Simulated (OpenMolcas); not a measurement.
**Ionisation energies of neon**

```yaml
Program: OpenMolcas 26.06
Basis: ANO-RCC-VDZP [3s2p1d]
Scalar_Hamiltonian: DKH2, point nucleus
Spin-orbit_coupling: state interaction with AMFI integrals over the reference wave functions, term energies averaged over their components
```

Active shells in each charge state: the valence s, p shells, with orbitals averaged over the low states. Where CASPT2's correlated closed shells are named, they are those of the first ion.

A. CASSCF
B. SS-CASPT2, IPEA 0.25 Eh, imaginary shift 0.1 Eh (closed shells correlated: 1s)
C. SS-CASPT2, IPEA 0 Eh, imaginary shift 0.1 Eh (closed shells correlated: 1s)

Energies in eV between the lowest computed levels, named as in B; reference values from the NIST Atomic Spectra Database with their kind.

| From | To | A | B | C | Spin-orbit share in B | Reference |
| --- | --- | --- | --- | --- | --- | --- |
| Ne 2s² 2p⁶ ¹S₀ | Ne+ 2s² 2p⁵ ²P°_3/2 | 19.944 | 21.332 | 21.284 | -0.033 | 21.565 (measured) |
| Ne+ 2s² 2p⁵ ²P°_3/2 | Ne2+ 2s² 2p⁴ ³P₂ | 39.581 | 40.744 | 40.711 | -0.007 | 40.963 (measured) |
| Ne2+ 2s² 2p⁴ ³P₂ | Ne3+ 2s² 2p³ ⁴S°_3/2 | 61.674 | 62.555 | 62.535 | +0.039 | 63.423 (measured) |
| Ne3+ 2s² 2p³ ⁴S°_3/2 | Ne4+ 2s² 2p² ³P₀ | 95.802 | 96.657 | 96.694 | -0.095 | 97.190 (semi-empirical) |
| Ne4+ 2s² 2p² ³P₀ | Ne5+ 2s² 2p ²P°_1/2 | 125.027 | 125.775 | 125.809 | -0.006 | 126.247 (measured) |
| Ne5+ 2s² 2p ²P°_1/2 | Ne6+ 2s² ¹S₀ | 156.454 | 157.162 | 157.193 | +0.101 | 157.934 (measured) |
| Ne6+ 2s² ¹S₀ | Ne7+ 2s ²S_1/2 | 207.064 | 207.076 | 207.076 | +0.000 | 207.271 (measured) |
| Ne7+ 2s ²S_1/2 | Ne8+ 1s² ¹S₀ | 238.905 | 238.916 | 238.917 | +0.000 | 239.097 (semi-empirical) |

Error against the reference values, in %:

```csv
From,Reference,A,B,C
Ne,measured,-7.5,-1.1,-1.3
Ne+,measured,-3.4,-0.5,-0.6
Ne2+,measured,-2.8,-1.4,-1.4
Ne3+,semi-empirical,-1.4,-0.5,-0.5
Ne4+,measured,-1.0,-0.4,-0.3
Ne5+,measured,-0.9,-0.5,-0.5
Ne6+,measured,-0.1,-0.1,-0.1
Ne7+,semi-empirical,-0.1,-0.1,-0.1
```

Mean absolute error over the 6 measured values: A 1.28 eV, B 0.46 eV, C 0.47 eV.

° marks odd parity.
